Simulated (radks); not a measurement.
Values are calculated unless marked as measured or tabulated.
Problem. Coherent X-ray form factor from a spherical all-electron density. Level of theory: non-relativistic Kohn-Sham, PBE, spin-polarised, spherical densities, point nucleus (a radial shooting solver on a logarithmic mesh with Libxc functionals).

| sin(theta)/lambda (1/angstrom) | f0 (electrons) |
|---|---|
| 0.05 | 7.947 |
| 0.1 | 7.793 |
| 0.15 | 7.545 |
| 0.2 | 7.218 |
| 0.25 | 6.830 |
| 0.3 | 6.399 |
| 0.4 | 5.483 |
| 0.5 | 4.593 |
| 0.6 | 3.811 |
| 0.8 | 2.668 |
| 1 | 2.014 |
| 1.25 | 1.603 |
| 1.5 | 1.392 |
| 2 | 1.125 |

The species is in the configuration that NIST lists as its ground one. Which atom or ion scatters so?

Solution. The magnesium ion Mg4+, [He] 2s2 2p4. Extrapolating in s^2 from the first two rows gives f0(0) = 8.0, near the electron count 8; among species with that count, the fall with angle is slower the higher Z, and the table is that of Z = 12; from so few rows the species is fixed only to a neighbour or two.
